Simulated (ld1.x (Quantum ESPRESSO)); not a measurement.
# Plane-wave convergence, TM potential for chlorine

* Element: Cl (Z = 17)
* Generator: ld1.x (Quantum ESPRESSO) 7.5
* Type: norm-conserving Troullier–Martins (Kleinman–Bylander form)
* Functional: PBEsol
* Relativity: scalar-relativistic
* Frozen core: [Ne]
* Valence charge: 7
* Reference configuration: 3s2 3p5
* Partial waves: 3s (bound): rc 1.05 bohr; 3d channel at -0.1 Ry: rc 1.25 bohr; 3p (bound): rc 1.30 bohr
* Local potential: the p channel
* Core correction: none

The pseudo-atom Hamiltonian at the reference potential is diagonalised in spherical Bessel functions j_l(qr) that vanish at 20 bohr, with q² up to the cutoff. All-electron valence levels (Ry): 3s -1.5154, 3p -0.6292.

**Question.** How do the lowest levels (Ry) of each channel move with the cutoff, and are there ghosts?

**Answer.**

```
cutoff (Ry)     s #1     s #2    d #1     p #1    p #2    f #1  Σ f·Δε (mRy)
          8  -1.3219  -0.0121  0.0753  -0.5700  0.0366  0.1192         683.3
         15  -1.4303  -0.0161  0.0752  -0.6269  0.0354  0.1192         181.9
         30  -1.4769  -0.0181  0.0751  -0.6285  0.0354  0.1192          80.9
         45  -1.4899  -0.0186  0.0751  -0.6291  0.0354  0.1192          51.8
         60  -1.5072  -0.0194  0.0750  -0.6291  0.0354  0.1192          17.0
         90  -1.5118  -0.0196  0.0750  -0.6292  0.0354  0.1192           7.2
        140  -1.5148  -0.0198  0.0750  -0.6293  0.0354  0.1192           1.2
        200  -1.5151  -0.0198  0.0750  -0.6293  0.0354  0.1192           0.6
        400  -1.5154  -0.0198  0.0750  -0.6293  0.0354  0.1192           0.0
```

Result: no extra level below or beside the all-electron valence levels (s, d, p, f tested); 10 mRy is reached at 70 Ry and 1 mRy at 160 Ry.
